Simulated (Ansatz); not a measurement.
`O=CB(F)[SiH3]` + `CO[SiH2]CF` → `CO[SiH2]C[SiH3]` + `O=CB(F)F`  (redistribution)

Isolated molecules relaxed with PBE0-D4/def2-TZVP in Ansatz; ΔE leaves out vibrations. CCSD(T)/CBS adds triple-zeta CCSD(T) − MP2 to the extrapolated MP2 energy (def2 sets, frozen cores). DFT in def2-TZVPP. B3LYP here is the variant with VWN-RPA as its local correlation; programs differ in this. One conformer a species, not always the lowest.

`O=CB(F)[SiH3]`:

```xyz
9

O     1.852    0.549    1.019
C     1.560    0.781   -0.131
B     0.156    0.276   -0.735
F    -0.047    0.515   -2.018
Si   -1.203   -0.686    0.436
H     2.273    1.345   -0.778
H    -2.440   -1.002   -0.326
H    -1.549    0.175    1.598
H    -0.603   -1.952    0.937
```

`CO[SiH2]CF`:

Cartesian coordinates in Å:
```
C -1.834 -0.540 0.060
O -1.117 0.634 -0.258
Si 0.384 0.961 0.307
C 1.695 -0.163 -0.462
F 1.477 -1.489 -0.083
H -2.865 -0.409 -0.272
H -1.836 -0.729 1.140
H -1.408 -1.413 -0.444
H 0.435 0.782 1.784
H 0.695 2.359 -0.080
H 1.674 -0.117 -1.556
H 2.702 0.124 -0.136
```

`CO[SiH2]C[SiH3]`:

Z-matrix (Å, degrees):
```
C
O 1 1.408
H 1 1.097 2 111.6
H 1 1.097 2 111.6 3 121.5
H 1 1.091 2 108.3 3 -119.2
Si 2 1.645 1 122.4 3 -60.7
C 6 1.855 2 107.8 1 179.9
H 6 1.492 2 109.9 1 -59.2
H 6 1.492 2 109.9 1 59.1
Si 7 1.872 6 114.9 2 -180.0
H 7 1.095 6 108.5 2 -58.1
H 7 1.095 6 108.5 2 58.1
H 10 1.487 7 110.5 6 -60.0
H 10 1.487 7 110.7 6 180.0
H 10 1.487 7 110.5 6 59.9
```

`O=CB(F)F`:

Z-matrix (Å, degrees):
```
C
B 1 1.607
O 1 1.205 2 121.7
H 1 1.113 2 118.2 3 180.0
F 2 1.314 1 119.8 3 -179.8
F 2 1.307 1 121.2 3 0.2
```

(1) Is it downhill or uphill in electronic energy at CCSD(T)/CBS, and by how much? (Estimate.)

(2) What do these levels give: B3LYP-D4, ωB97X-V, B2PLYP, B3LYP, MP2/def2-TZVPP, CCSD/def2-TZVPP, CCSD(T)/def2-TZVPP, HF/def2-QZVPP, SCS-MP2/def2-QZVPP, HF/CBS(def2), MP2/CBS(def2), CCSD/CBS(def2)? (An estimate is asked.)

Largest T1 diagnostic among the species: 0.015.

Answers

(1) The calculation gave: Downhill: ΔE = -3.07 eV.

(2) Computed: B3LYP-D4 -2.96, ωB97X-V -2.95, B2PLYP -3.05, B3LYP -2.93, MP2/def2-TZVPP -3.27, CCSD/def2-TZVPP -3.09, CCSD(T)/def2-TZVPP -3.09, HF/def2-QZVPP -3.09, SCS-MP2/def2-QZVPP -3.16, HF/CBS(def2) -3.09, MP2/CBS(def2) -3.26, CCSD/CBS(def2) -3.08 eV.

From PBE to PBE0 (25 % exact exchange), in def2-TZVPP and without D4, ΔE moves by −0.12 eV.
